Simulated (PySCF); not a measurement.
Gd²⁺ (gadolinium, charge +2) across methods

[Xe] 4f7 6s1, high-spin 9S determinant (an excited configuration). All numbers are calculated (PySCF 2.14, the spin-free X2C one-electron Hamiltonian (Gaussian nucleus), in ANO-RCC-VTZP (8s7p5d3f2g1h, 104 functions)).

| method | E (hartree) | mean ε 5p β (eV) | mean ε 4f α (eV) | mean ε 6s α (eV) | Σ⟨r²⟩ (bohr²) | ⟨S²⟩ |
| --- | --- | --- | --- | --- | --- | --- |
| LDA | -11261.28 | -42.357 | -27.432 | -17.001 | 48.18 | 20.002 |
| UHF | -11265.69751 | -47.969 | -39.322 | -18.527 | 48.82 | 20.005 |
| PBE | -11269.47 | -42.065 | -27.184 | -16.721 | 48.28 | 20.002 |
| r2SCAN | -11269.74 | -42.675 | -27.631 | -16.832 | 48.29 | 20.005 |

(1) Estimate the same row for PBE0.

Spin-orbit coupling, which splits the p, d and f shells strongly at this Z, is absent.

## Answers

(1) E (hartree) = -11269.40; mean ε 5p β (eV) = -43.890; mean ε 4f α (eV) = -30.378; mean ε 6s α (eV) = -17.281; Σ⟨r²⟩ (bohr²) = 48.28; ⟨S²⟩ = 20.003.
